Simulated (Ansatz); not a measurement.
Ansatz (an electronic-structure program) input (RPA@PBE/cc-pVQZ):

Ansatz 0.2 input:
```yaml
crystal:
  periodic: [false, false, false]
  atoms:
    - {symbol: C, position_ang: [-1.10027630, 0.11721448, 0.11355646]}
    - {symbol: N, position_ang: [0.21721531, -0.02314035, -0.02241819]}
    - {symbol: C, position_ang: [1.38591868, -0.14764449, -0.14303682]}
    - {symbol: H, position_ang: [-1.62895613, -0.53962820, 0.78765224]}
    - {symbol: H, position_ang: [-1.60540531, 0.88419074, -0.45384278]}
basis:
  gaussian:
    orbitals: cc-pVQZ
hamiltonian:
  xc: pbe
magnetization: {spin_polarized: true, initial_magnetization: 1}
correlation: {method: rpa, electrons: outside_noble_gas}
```

End of the output:

```
integrals: 0.48 GiB planned
1331 factors; integrals over basis functions are off by at most 1.3e-3 eV
mean field: 1.12 GiB planned
mean field evaluation 1: about -3585.1599 eV, gradient 3.6e1 eV
mean field evaluation 2: about -3585.1601 eV, gradient 3.6e1 eV
mean field evaluation 4: about -3588.1160 eV, gradient 2.3e1 eV
mean field evaluation 8: about -3590.4647 eV, gradient 4.7e-1 eV
mean field evaluation 16: about -3590.4654 eV, gradient 2.8e-4 eV
mean field -3590.46538781 eV, -131.9471692972 hartree, gradient 4.4e-6 eV, S^2 0.757091; 0 other end points of the search recorded, 0 dependent functions left out
3 core orbitals not correlated
reference -3572.62975993 eV, -131.2917220619 hartree; 8, 7 occupied and 214, 215 virtual orbitals, 1331 factors
Total energy: -3595.10532202 eV, -132.1176837344 hartree
```

It need not be the lowest isomer of its formula.
